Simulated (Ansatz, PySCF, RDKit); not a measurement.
Dimer: CH3Cl (SMILES CCl) (first 5 atoms) with H2 (SMILES [H][H]); geometry from B3LYP-D3(BJ)/def2-TZVP.
(charge 0, multiplicity 1):
```xyz
7

C     -0.26932     1.08040    -0.42773
Cl    -0.15217    -0.70344    -0.26955
H     -1.19973     1.31737    -0.93469
H     -0.25586     1.51169     0.56865
H      0.58094     1.42793    -1.00661
H     -0.09568     0.40654     3.24898
H     -0.08861    -0.04939     2.65979
```

Interaction energies are E(AB) − E(A) − E(B) at the monomers' geometry in the complex; basis-set methods are counterpoise corrected. RDKit's UFF carries no charges.

Rows in 6-31G* carry no dispersion term and start afresh at each structure (6-31G* with six Cartesian d functions).

Codes used: Ansatz (Gaussian orbitals); PySCF for 6-31G* rows, the dispersion terms; RDKit for the force fields. Each number belongs to the level named beside it.

Q: One of these levels gives -0.29 kcal/mol for the interaction energy. Name it.
A. UFF
B. BHLYP-D3(BJ)/def2-TZVPPD
C. HF/6-31G*

A: A, UFF. The others give 0.32 (HF/6-31G*), -0.71 (BHLYP-D3(BJ)/def2-TZVPPD)

Ansatz is a program for electronic structure.
